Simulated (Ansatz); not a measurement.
Input and output for `BC(O)CO`.

```yaml
crystal:
  periodic: [false, false, false]
  atoms:
    - {symbol: B, position_ang: [-0.047438, -1.174103, 1.101876]}
    - {symbol: C, position_ang: [-0.505686, -0.058037, 0.124596]}
    - {symbol: O, position_ang: [0.528383, 0.399013, 1.135296]}
    - {symbol: C, position_ang: [0.045647, 0.118277, -1.248334]}
    - {symbol: O, position_ang: [0.103386, 1.463373, -1.675631]}
    - {symbol: H, position_ang: [0.836115, -1.911099, 0.779274]}
    - {symbol: H, position_ang: [-0.703142, -1.392774, 2.080016]}
    - {symbol: H, position_ang: [-1.431732, 0.490886, 0.286237]}
    - {symbol: H, position_ang: [0.080702, 0.867143, 1.847916]}
    - {symbol: H, position_ang: [1.027182, -0.367076, -1.313482]}
    - {symbol: H, position_ang: [-0.622159, -0.400984, -1.941632]}
    - {symbol: H, position_ang: [0.765743, 1.910279, -1.142232]}
basis:
  gaussian: {orbitals: aug-cc-pVTZ}
hamiltonian: {xc: {name: r2SCAN0}}
output: {forces: true}
```

```sh
$ ansatz run in.yaml --threads 4 --pin off --events-out ev --progress --plain --max-ram 10444MiB
```

It prints (some lines left out):

```
Functional definition: r2SCAN0
1515 factors; their error is unknown
mean field evaluation 1: about -6948.2843 eV, gradient 5.9e1 eV
mean field evaluation 2: about -6946.4250 eV, gradient 7.0e1 eV
mean field evaluation 4: about -6955.5020 eV, gradient 3.6e0 eV
mean field evaluation 8: about -6955.5288 eV, gradient 1.1e-1 eV
mean field evaluation 16: about -6955.5004 eV, gradient 1.3e-4 eV
mean field -6955.50035023 eV, -255.6099232636 hartree, gradient 5.0e-5 eV, S^2 0.000000; 0 other end points of the search recorded, 0 dependent functions left out
reference -6955.50036553 eV, -255.6099238256 hartree; 20, 20 occupied and 371, 371 virtual orbitals, 1515 factors
Total energy: -6955.50036553 eV, -255.6099238256 hartree
Atom 0 at    -0.047438    -1.174103     1.101876 Å, force     0.010374    -0.052708     0.008358 eV/Å
Atom 1 at    -0.505686    -0.058037     0.124596 Å, force    -0.116853     0.026807    -0.021754 eV/Å
Atom 2 at     0.528383     0.399013     1.135296 Å, force    -0.191553     0.151204     0.219335 eV/Å
Atom 3 at     0.045647     0.118277    -1.248334 Å, force     0.020808    -0.156036    -0.049666 eV/Å
Atom 4 at     0.103386     1.463373    -1.675631 Å, force     0.227727     0.061619     0.234863 eV/Å
Atom 5 at     0.836115    -1.911099     0.779274 Å, force    -0.101429     0.090726     0.032699 eV/Å
Atom 6 at    -0.703142    -1.392774     2.080016 Å, force     0.078214     0.038194    -0.111522 eV/Å
Atom 7 at    -1.431732     0.490886     0.286237 Å, force     0.174360    -0.078561    -0.015870 eV/Å
Atom 8 at     0.080702     0.867143     1.847916 Å, force     0.165116    -0.151276    -0.245949 eV/Å
Atom 9 at     1.027182    -0.367076    -1.313482 Å, force    -0.160034     0.108624     0.013622 eV/Å
Atom 10 at    -0.622159    -0.400984    -1.941632 Å, force     0.109458     0.093632     0.120259 eV/Å
Atom 11 at     0.765743     1.910279    -1.142232 Å, force    -0.216188    -0.132224    -0.184376 eV/Å
Dipole moment:    -0.036241     0.322048     0.249979 e Å
```

It took 11 s on 4 threads of an Arm Neoverse V2 on a shared host, with 1.7 GiB of host memory at the peak.
